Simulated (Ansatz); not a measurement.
`CCB(F)F` and `C[CH2][Al]([F])[F]` differ in one element.

Ansatz, PBE0-D4/def2-TZVP geometries, multiplicity 1. Each molecule was computed in one conformer, which needn't be the lowest.

```tsv
property	`CCB(F)F`
HOMO energy (PBE/def2-TZVPP) / eV	-7.91
size of the dipole moment (B3LYP/def2-TZVPP) / D	1.68
zero-point energy (PBE0-D4/def2-TZVP) / kJ/mol	197.2
HOMO–LUMO gap (B3LYP/def2-TZVPP) / eV	9.32
HOMO–LUMO gap (ωB97M-V/def2-TZVPP) / eV	13.73
HOMO energy (ωB97M-V/def2-TZVPP) / eV	-11.76
```

Q: Give the same properties after the change, and the shifts. (Best estimate.)

A: Computed: 
| property | `C[CH2][Al]([F])[F]` | shift |
| --- | --- | --- |
| HOMO energy (PBE/def2-TZVPP) / eV | -7.19 | 0.72 |
| size of the dipole moment (B3LYP/def2-TZVPP) / D | 2.34 | 0.66 |
| zero-point energy (PBE0-D4/def2-TZVP) / kJ/mol | 183.5 | -13.7 |
| HOMO–LUMO gap (B3LYP/def2-TZVPP) / eV | 7.45 | -1.87 |
| HOMO–LUMO gap (ωB97M-V/def2-TZVPP) / eV | 11.76 | -1.97 |
| HOMO energy (ωB97M-V/def2-TZVPP) / eV | -10.75 | 1.01 |

With PBE0 the HOMO rises by 0.93 eV and the LUMO falls by 0.91 eV, so the gap narrows by about 1.84 eV. PBE moves the HOMO by 0.72 eV and ωB97M-V by 1.01 eV. Dipoles are sizes alone; their direction can turn.

B3LYP here is the variant with VWN-RPA as its local correlation; programs differ in this.
